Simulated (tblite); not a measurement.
Isomers of C5H6F2O. Computed values, GFN2-xTB/tblite, gas phase, harmonic and unscaled. Errors from tens to a few hundred cm⁻¹ against measured bands are possible. One conformer each.

Electronic energies: GFN2-xTB at the same geometries; isomer energies are rough at this level and their order can be wrong.

| SMILES | electronic energy, lowest = 0 (kcal/mol) |
| --- | --- |
| FCO[C@@H]1C=C[C@H]1F | 23.0 |
| C[C@@H]1C[C@@]1(F)C(=O)F | 0.0 |
| C=C[C@@H](F)[C@@H]1O[C@@H]1F | 23.3 |

How do GFN2-xTB zero-point energies change the relative energies?

```
                      SMILES  ZPE (kcal/mol)  of it from modes above 1550 cm⁻¹  electronic (kcal/mol)  with ZPE, lowest = 0 (kcal/mol)  lowest mode (cm⁻¹)  rings
    C[C@@H]1C[C@@]1(F)C(=O)F            63.4                              29.0                    0.0                              0.0                  71      1
        FCO[C@@H]1C=C[C@H]1F            63.3                              28.1                   23.0                             22.9                  50      1
C=C[C@@H](F)[C@@H]1O[C@@H]1F            62.9                              28.6                   23.3                             22.9                  54      1
```

The zero-point energies span 0.5 kcal/mol, from `C=C[C@@H](F)[C@@H]1O[C@@H]1F` to `C[C@@H]1C[C@@]1(F)C(=O)F`. The order is unchanged, ties at the printed digit aside.

What do entropy and thermal enthalpy add at 298.15 K and 1 bar (rigid rotor, harmonic oscillator, one conformer each)?

```tsv
SMILES	point group	symmetry number	S (cal/(mol K))	H − H(0) (kcal/mol)	ZPE + H − H(0) − TS (kcal/mol)
C[C@@H]1C[C@@]1(F)C(=O)F	C1	1	88.3	5.68	42.8
FCO[C@@H]1C=C[C@H]1F	C1	1	87.9	5.40	42.5
C=C[C@@H](F)[C@@H]1O[C@@H]1F	C1	1	89.5	5.61	41.9
```
